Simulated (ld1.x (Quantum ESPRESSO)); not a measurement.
## Building the ultrasoft potential for C (PBE, non-relativistic).

ld1.x (Quantum ESPRESSO) 7.5 input, shortened:

```
&input
   title='C', zed=6., rel=0, dft='PBE', iswitch=3,
   config='[He] 2s2 2p1 3d-2'
 /
 &inputp
   pseudotype=3, tm=.true., lloc=-2, rcloc=1.80,
   nlcc=.false.
 /
6
2S  1  0   2.00   0.00  1.00  1.25  0.0
2S  1  0   0.00  -0.50  1.00  1.25  0.0
2P  2  1   1.00   0.00  1.75  2.00  0.0
2P  2  1   0.00  -0.30  1.75  2.00  0.0
3D  3  2  -2.00  -0.20  2.05  2.30  0.0
3D  3  2  -2.00   2.15  2.05  2.30  0.0
 &test
   configts(1)='2s2 2p1'
 /
```

All-electron outer shells of the reference configuration (PBE, non-relativistic, ld1.x):

```json
{"shell": "2s", "level (eV)": "-25.74", "outermost node (bohr)": "0.38", "outermost maximum (bohr)": "1.17"}
{"shell": "2p", "level (eV)": "-17.01", "outermost node (bohr)": "–", "outermost maximum (bohr)": "1.11"}
```

Problem. Does the generator finish with these settings?

Solution. Yes, a potential is produced and its reference levels are reproduced.

Problem. Estimate the cutoffs (Ry, on a coarse ladder) from which the occupation-weighted sum of valence levels, in a spherical-Bessel basis at the reference potential, stays within 10 and 1 mRy of its value at 400 Ry.

Solution. 15 Ry and 21 Ry.

Problem. Does the potential have ghost states?

Solution. No extra level below or beside the all-electron valence levels (s, p, d, f tested). The logarithmic derivative shows an extra or strongly shifted pseudo pole above the reference energy (p near 0.64 Ry).

Problem. Is the overlap operator S = 1 + Σ q|β⟩⟨β| positive definite (Bessel basis up to 400 Ry)?

Solution. Yes: its lowest eigenvalue is 0.61 (s channel).

Problem. Which valence shell sets the plane-wave cutoff?

Solution. 2p: its level needs 21 Ry to come within 1 mRy, against 10 Ry for 2s.

Problem. Tests: 2s2 2p2; 2s2 2p0; 2s1 2p0; 2s0 2p4; 2s2 2p1.5; 2s1 2p3; 2s1 2p2. Which has the largest error in its energy relative to the reference configuration, and how large is it?

Solution. 2s1 2p0, with +298 meV (all-electron minus pseudo) on +72.33 eV.
